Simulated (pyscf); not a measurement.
# H₃C–O–C•=O, doublet

Gas-phase minimum from PySCF at ωB97X-D3(BJ)/def2-SVP, one conformer. H₃C–O–C•=O lies 17.2 kcal/mol over its isomer •H₂C–C(=O)–OH, and others may lie lower still (electronic energy, ωB97M-D3(BJ)). 

```xyz
7

C     -0.8218     0.1296    -1.1465
O      0.6198     0.1926    -1.1043
C      1.1322     1.1158    -0.3218
O      0.5893     1.9180     0.3653
H     -1.2288     1.0828    -1.5148
H     -1.0715    -0.6874    -1.8332
H     -1.2185    -0.0752    -0.1412
```
Charge 0, spin multiplicity 2.

Bonds (Å): C1–O2 1.444, C1–H5 1.100, C1–H6 1.096, C1–H7 1.100, O2–C3 1.314, C3–O4 1.188. Bond angles (°): O2–C1–H5 110.0, O2–C1–H6 106.2, O2–C1–H7 110.0, H5–C1–H6 110.6, H5–C1–H7 109.5, H6–C1–H7 110.6, C1–O2–C3 115.9, O2–C3–O4 129.9.

Properties at ωB97X-D3(BJ)/def2-SVP:

```json
{
  "harmonic_wavenumbers_unscaled": "108, 282, 381, 773, 967, 1164, 1187, 1242, 1460, 1470, 1476, 1926, 3084, 3190, 3228 cm⁻¹",
  "zero_point_energy": "31.4 kcal/mol",
  "rotational_symmetry_number": "1",
  "Entropy of this conformer at 298 K and 1 atm, rigid rotor and harmonic oscillator, modes under 100 cm⁻¹ raised to 100": "290.1 J/(mol K)",
  "dipole_moment": "2.65 D",
  "Spin expectation value S2": "0.753"
}
```

Single-point totals, which compare only within one level (frozen core for MP2 and CC):

```tsv
level	total energy (hartree)
ωB97X-D3(BJ)/def2-TZVP	-228.54923
PBE/def2-TZVP	-228.24152
r²SCAN/def2-TZVP	-228.37755
B3LYP-D3(BJ)/def2-TZVP	-228.50409
PBE0-D3(BJ)/def2-TZVP	-228.24278
M06-2X/def2-TZVP	-228.39762
ωB97M-D3(BJ)/def2-TZVP	-228.54587
UHF/def2-TZVPP	-227.25164
MP2/def2-TZVPP	-228.01644
CCSD/def2-TZVPP	-228.03235
CCSD(T)/def2-TZVPP	-228.06612
```

Soft torsions are taken as harmonic, which can shift the entropy by several J/(mol K). The CCSD(T) − MP2 part came from Ansatz, without density fitting, on the same reference.
